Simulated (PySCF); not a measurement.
Si⁺: excitation energy

Si⁺ [Ne] 3s2 3p1 (2P) → Si⁺ [Ne] 3s1 3p2 (4P), as a difference of total energies. All numbers are calculated (PySCF 2.14, scalar relativity by spin-free X2C-1e, in aug-cc-pCVTZ-DK (8s7p5d3f, 75 functions)). Correlated levels: valence: [Ne] frozen. The calculations carry no spin-orbit coupling.

```
           method  excitation energy (eV)
              UHF                   3.945
    MP2 (valence)                   4.811
SCS-MP2 (valence)                   5.157
   CCSD (valence)                   5.132
CCSD(T) (valence)                   5.159
```

**Question.** How much does correlation contribute at CCSD(T) (valence)?

**Answer.** 5.159 − (3.945) = 1.214 eV, measured against UHF.

Errors of the correlated levels include the incompleteness of this basis and the frozen core.

For comparison: 5.308 eV (measured; NIST levels, between the centres of gravity of the two terms).
